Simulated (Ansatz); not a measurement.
Computed with Ansatz on PBE0-D4/def2-TZVP structures; ΔE is electronic, products minus reactants. CCSD(T)/CBS is the MP2 limit (def2-TZVPP, def2-QZVPP) plus CCSD(T) − MP2 in def2-TZVPP, frozen cores. DFT in def2-TZVPP. B3LYP here is the variant with VWN-RPA as its local correlation; programs differ in this. Each species was taken in one conformer, which may not be the lowest.

`[SiH3]C=C([SiH3])[SiH3]` → `C=C([SiH3])[SiH2][SiH3]`  (isomerisation)

```json
{"level": "PBE-D4", "ΔE (kJ/mol)": "-24.2", "difference from CCSD(T)/CBS": "-9.1"}
{"level": "r2SCAN-D4", "ΔE (kJ/mol)": "-19.3", "difference from CCSD(T)/CBS": "-4.2"}
{"level": "PBE0-D4", "ΔE (kJ/mol)": "-23.3", "difference from CCSD(T)/CBS": "-8.2"}
{"level": "B3LYP-D4", "ΔE (kJ/mol)": "-15.6", "difference from CCSD(T)/CBS": "-0.5"}
{"level": "ωB97X-V", "ΔE (kJ/mol)": "-17.3", "difference from CCSD(T)/CBS": "-2.2"}
{"level": "ωB97M-V", "ΔE (kJ/mol)": "-11.9", "difference from CCSD(T)/CBS": "3.2"}
{"level": "B2PLYP", "ΔE (kJ/mol)": "-14.4", "difference from CCSD(T)/CBS": "0.7"}
{"level": "PBE", "ΔE (kJ/mol)": "-25.3", "difference from CCSD(T)/CBS": "-10.2"}
{"level": "r2SCAN", "ΔE (kJ/mol)": "-19.4", "difference from CCSD(T)/CBS": "-4.3"}
{"level": "PBE0", "ΔE (kJ/mol)": "-24.2", "difference from CCSD(T)/CBS": "-9.1"}
{"level": "B3LYP", "ΔE (kJ/mol)": "-17.5", "difference from CCSD(T)/CBS": "-2.4"}
{"level": "HF/def2-TZVPP", "ΔE (kJ/mol)": "-13.4", "difference from CCSD(T)/CBS": "1.7"}
{"level": "MP2/def2-TZVPP", "ΔE (kJ/mol)": "-10.2", "difference from CCSD(T)/CBS": "4.9"}
{"level": "SCS-MP2/def2-TZVPP", "ΔE (kJ/mol)": "-9.2", "difference from CCSD(T)/CBS": "5.9"}
{"level": "CCSD/def2-TZVPP", "ΔE (kJ/mol)": "-15.5", "difference from CCSD(T)/CBS": "-0.4"}
{"level": "CCSD(T)/def2-TZVPP", "ΔE (kJ/mol)": "-15.1", "difference from CCSD(T)/CBS": "0.0"}
{"level": "HF/def2-QZVPP", "ΔE (kJ/mol)": "-12.9", "difference from CCSD(T)/CBS": "2.2"}
{"level": "MP2/def2-QZVPP", "ΔE (kJ/mol)": "-10.0", "difference from CCSD(T)/CBS": "5.1"}
{"level": "SCS-MP2/def2-QZVPP", "ΔE (kJ/mol)": "-9.1", "difference from CCSD(T)/CBS": "6.0"}
{"level": "HF/CBS(def2)", "ΔE (kJ/mol)": "-12.8", "difference from CCSD(T)/CBS": "2.3"}
{"level": "MP2/CBS(def2)", "ΔE (kJ/mol)": "-10.2", "difference from CCSD(T)/CBS": "4.9"}
{"level": "CCSD/CBS(def2)", "ΔE (kJ/mol)": "-15.5", "difference from CCSD(T)/CBS": "-0.4"}
{"level": "CCSD(T)/CBS", "ΔE (kJ/mol)": "-15.1", "difference from CCSD(T)/CBS": "0"}
```

Largest T1 diagnostic among the species: 0.013.
